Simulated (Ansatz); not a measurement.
Reaction (redistribution): `C=C[Si](O)(O)[SiH3]` + `N=C(F)O[SiH3]` → `N=C([SiH3])O[SiH3]` + `C=C[Si](O)(O)F`

Calculated with Ansatz (gas phase, PBE0-D4/def2-TZVP geometries, no zero-point term in ΔE). CBS: MP2 limit from def2 TZ/QZ plus the TZ coupled-cluster correction, frozen cores. Each species was taken in one conformer, which may not be the lowest.

```csv
species,CCSD(T)/CBS(def2) energy (Eh)
`C=C[Si](O)(O)[SiH3]`,-809.50846
`N=C(F)O[SiH3]`,-559.21604
`N=C([SiH3])O[SiH3]`,-750.30473
`C=C[Si](O)(O)F`,-618.50621
```

Problem. Work out ΔE.

Solution. ΔE = (-750.30473) + (-618.50621) − (-809.50846) − (-559.21604) = -0.08644 Eh = -226.9 kJ/mol.

Largest T1 diagnostic among the species: 0.014.

From PBE to PBE0 (25 % exact exchange), in def2-TZVPP and without D4, ΔE moves by −6.9 kJ/mol.
